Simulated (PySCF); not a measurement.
**From a computed spectrum to the compound**

A species of 13 atoms with charge 3 has these harmonic modes (B3LYP, small Gaussian bases with core potentials, PySCF 2.14.0):

```json
{"cm⁻¹": "38", "km/mol": "6.4", "symmetry": ""}
{"cm⁻¹": "38", "km/mol": "6.4", "symmetry": ""}
{"cm⁻¹": "51", "km/mol": "1.2", "symmetry": ""}
{"cm⁻¹": "65", "km/mol": "7.9", "symmetry": ""}
{"cm⁻¹": "70", "km/mol": "0.0", "symmetry": ""}
{"cm⁻¹": "98", "km/mol": "3.8", "symmetry": ""}
{"cm⁻¹": "98", "km/mol": "3.8", "symmetry": ""}
{"cm⁻¹": "154", "km/mol": "0.0", "symmetry": ""}
{"cm⁻¹": "193", "km/mol": "0.6", "symmetry": ""}
{"cm⁻¹": "400", "km/mol": "0.0", "symmetry": ""}
{"cm⁻¹": "401", "km/mol": "6.3", "symmetry": ""}
{"cm⁻¹": "401", "km/mol": "6.3", "symmetry": ""}
{"cm⁻¹": "403", "km/mol": "8.5", "symmetry": ""}
{"cm⁻¹": "612", "km/mol": "0.0", "symmetry": ""}
{"cm⁻¹": "612", "km/mol": "0.2", "symmetry": ""}
{"cm⁻¹": "612", "km/mol": "0.2", "symmetry": ""}
{"cm⁻¹": "635", "km/mol": "25.1", "symmetry": ""}
{"cm⁻¹": "651", "km/mol": "0.0", "symmetry": ""}
{"cm⁻¹": "658", "km/mol": "597.6", "symmetry": ""}
{"cm⁻¹": "658", "km/mol": "597.6", "symmetry": ""}
{"cm⁻¹": "668", "km/mol": "533.2", "symmetry": ""}
{"cm⁻¹": "1663", "km/mol": "206.9", "symmetry": ""}
{"cm⁻¹": "1663", "km/mol": "187.9", "symmetry": ""}
{"cm⁻¹": "1663", "km/mol": "187.9", "symmetry": ""}
{"cm⁻¹": "1667", "km/mol": "0.0", "symmetry": ""}
{"cm⁻¹": "3556", "km/mol": "602.8", "symmetry": ""}
{"cm⁻¹": "3556", "km/mol": "603.9", "symmetry": ""}
{"cm⁻¹": "3556", "km/mol": "660.6", "symmetry": ""}
{"cm⁻¹": "3576", "km/mol": "0.0", "symmetry": ""}
{"cm⁻¹": "3589", "km/mol": "0.0", "symmetry": ""}
{"cm⁻¹": "3590", "km/mol": "546.6", "symmetry": ""}
{"cm⁻¹": "3590", "km/mol": "546.8", "symmetry": ""}
{"cm⁻¹": "3592", "km/mol": "535.9", "symmetry": ""}
```

(1) Which species is it, and in which structure?

Answers

(1) [Yb(H2O)4]3+ (singlet in the valence; each metal's 4f electrons, 13 of them, lie in its core potential, out of spins and levels):
```xyz
13

Yb    0.0000    0.0000    0.0000
O     1.3258    1.3036    1.2352
H     2.1368    1.0497    1.7399
H     1.2458    2.2746    1.4021
O    -1.3258   -1.2352    1.3036
H    -1.2458   -1.4021    2.2746
H    -2.1368   -1.7399    1.0497
O     1.3258   -1.3036   -1.2352
H     1.2458   -2.2746   -1.4021
H     2.1368   -1.0497   -1.7399
O    -1.3258    1.2352   -1.3036
H    -2.1368    1.7399   -1.0497
H    -1.2458    1.4021   -2.2746
```
Ideal gas at 298.15 K and 1 bar: S = 474.2 J/(mol K), Cp = 163.7 J/(mol K), H − H(0 K) = 34.1 kJ/mol (rigid rotor, harmonic modes, spin degeneracy alone, that of the 4f electrons in the core included; the modes under 60 cm⁻¹ make these uncertain). An lcecp potential fixes the number of 4f electrons, so in runs with it no electron can move into or out of that shell.
 Other answers can fit too; this one was computed.
